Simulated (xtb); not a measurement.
A run for xtb: GFN1-xTB on TeF, 2S+1 = 2, a spin state set in the input, which need not be the lowest, a point of a bond scan (R = 1.912 Å).

```
$ xtb mol.xyz --gfn 1 --sp --chrg 0 --uhf 1
2

F      0.00000000     0.00000000     0.00000000
Te     0.00000000     0.00000000     1.91206300
```

The log:

```
[...]
           -------------------------------------------------
          |                Calculation Setup                |
           -------------------------------------------------



           -------------------------------------------------
          |                 G F N 1 - x T B                 |
           -------------------------------------------------

        Reference                      10.1021/acs.jctc.7b00118
      * Hamiltonian:
        H0-scaling (s, p, d)           1.850000    2.250000    2.000000
        zeta-weighting                 0.000000
      * Dispersion:
        s8                             2.400000
        a1                             0.630000
        a2                             5.000000
        s9                             0.000000
      * Repulsion:
        kExp                           1.500000
        rExp                           1.000000
      * Coulomb:
        alpha                          2.000000
        third order                    atomic
        anisotropic                    false
      * Halogen bond correction:
        rad-scale                      1.300000
        damping                        0.440000


          ...................................................
          :                      SETUP                      :
          :.................................................:
          :  # basis functions                  14          :
          :  # atomic orbitals                  13          :
          :  # shells                            5          :
          :  # electrons                        13          :
          :  # halogen bonds                     0          :
          :  max. iterations                   250          :
          :  Hamiltonian                  GFN1-xTB          :
          :  restarted?                      false          :
          :  GBSA solvation                  false          :
          :  PC potential                    false          :
          :  electronic temp.          300.0000000     K    :
          :  accuracy                    1.0000000          :
          :  -> integral cutoff          0.2500000E+02      :
          :  -> integral neglect         0.1000000E-07      :
          :  -> SCF convergence          0.1000000E-05 Eh   :
          :  -> wf. convergence          0.2000000E-04 e    :
          :  Broyden damping             0.4000000          :
          :  net charge                          0          :
          :  unpaired electrons                  1          :
          ...................................................

 iter      E             dE          RMSdq      gap      omega  full diag
   1     -8.8503971 -0.885040E+01  0.428E+00    2.79       0.0  T
   2     -8.8574767 -0.707962E-02  0.137E+00    2.97       1.0  T
   3     -8.8580947 -0.618005E-03  0.140E+00    2.88       1.0  T
   4     -8.8591876 -0.109283E-02  0.622E-02    2.93       1.1  T
   5     -8.8591965 -0.897541E-05  0.333E-03    2.92      21.2  T
   6     -8.8591966 -0.568016E-08  0.212E-03    2.92      33.4  T
   7     -8.8591966 -0.102463E-07  0.511E-06    2.92   13844.5  T
   8     -8.8591966 -0.603961E-13  0.819E-07    2.92   86385.0  T

   *** convergence criteria satisfied after 8 iterations ***

         #    Occupation            Energy/Eh            Energy/eV
      -------------------------------------------------------------
         1        2.0000           -1.1606940             -31.5841
         2        2.0000           -0.8126370             -22.1130
         3        2.0000           -0.5441445             -14.8069
         4        2.0000           -0.5373149             -14.6211
         5        2.0000           -0.5373149             -14.6211
         6        1.5000           -0.4088009             -11.1240
         7        1.5000           -0.4088009             -11.1240 (HOMO)
         8                         -0.3013842              -8.2011 (LUMO)
         9                         -0.0566899              -1.5426
        10                         -0.0566899              -1.5426
        11                         -0.0098230              -0.2673
        12                         -0.0098230              -0.2673
        13                          0.2409853               6.5575
      -------------------------------------------------------------
                  HL-Gap            0.1074167 Eh            2.9230 eV
             Fermi-level           -0.3819467 Eh          -10.3933 eV

 SCC (total)                   0 d,  0 h,  0 min,  0.002 sec
 SCC setup                      ...        0 min,  0.000 sec (  4.806%)
 Dispersion                     ...        0 min,  0.000 sec (  3.605%)
 classical contributions        ...        0 min,  0.000 sec (  1.683%)
 integral evaluation            ...        0 min,  0.000 sec ( 18.764%)
 iterations                     ...        0 min,  0.001 sec ( 47.145%)
 molecular gradient             ...        0 min,  0.000 sec ( 13.625%)
 printout                       ...        0 min,  0.000 sec (  9.936%)

         :::::::::::::::::::::::::::::::::::::::::::::::::::::
         ::                     SUMMARY                     ::
         :::::::::::::::::::::::::::::::::::::::::::::::::::::
         :: total energy              -8.857322334526 Eh    ::
         :: gradient norm              0.027389014711 Eh/a0 ::
         :: HOMO-LUMO gap              2.922957617311 eV    ::
         ::.................................................::
         :: SCC energy                -8.859196564280 Eh    ::
         :: -> electrostatic           0.020849105662 Eh    ::
         :: repulsion energy           0.002066503627 Eh    ::
         :: dispersion energy         -0.000192273874 Eh    ::
         :: halogen bond corr.         0.000000000000 Eh    ::
         :: add. restraining           0.000000000000 Eh    ::
         :: total charge              -0.000000000000 e     ::
         :::::::::::::::::::::::::::::::::::::::::::::::::::::

           -------------------------------------------------
          |                Property Printout                |
           -------------------------------------------------

    * Orbital Energies and Occupations

         #    Occupation            Energy/Eh            Energy/eV
      -------------------------------------------------------------
         1        2.0000           -1.1606940             -31.5841
         2        2.0000           -0.8126370             -22.1130
         3        2.0000           -0.5441445             -14.8069
         4        2.0000           -0.5373149             -14.6211
         5        2.0000           -0.5373149             -14.6211
         6        1.5000           -0.4088009             -11.1240
         7        1.5000           -0.4088009             -11.1240 (HOMO)
         8                         -0.3013842              -8.2011 (LUMO)
         9                         -0.0566899              -1.5426
        10                         -0.0566899              -1.5426
        11                         -0.0098230              -0.2673
        12                         -0.0098230              -0.2673
        13                          0.2409853               6.5575
      -------------------------------------------------------------
                  HL-Gap            0.1074167 Eh            2.9230 eV
             Fermi-level           -0.3819467 Eh          -10.3933 eV

  Mulliken/CM5 charges         n(s)   n(p)   n(d)
     1F    -0.25468 -0.29485   1.850  5.405  0.000
     2Te    0.25468  0.29485   1.994  3.601  0.151

Wiberg/Mayer (AO) data.
largest (>0.10) Wiberg bond orders for each atom

 ---------------------------------------------------------------------------
Note: The following floating-point exceptions are signalling: IEEE_UNDERFLOW_FLAG IEEE_DENORMAL
normal termination of xtb
     #   Z sym  total        # sym  WBO       # sym  WBO       # sym  WBO
 ---------------------------------------------------------------------------
     1   9 F    1.110 --     2 Te   1.110
     2  52 Te   1.110 --     1 F    1.110
 ---------------------------------------------------------------------------

Topologies differ in total number of bonds
Writing topology from bond orders to xtbtopo.mol

 dipole moment from electron density (au)
     X       Y       Z
  -0.0000   0.0000   1.2132  total (Debye):    3.084


           -------------------------------------------------
          | TOTAL ENERGY               -8.857322334526 Eh   |
          | GRADIENT NORM               0.027389014711 Eh/α |
          | HOMO-LUMO GAP               2.922957617311 eV   |
           -------------------------------------------------

------------------------------------------------------------------------
------------------------------------------------------------------------
 total:
 SCF:
```

The run finished.

Cost: very roughly 0.03 core-seconds.
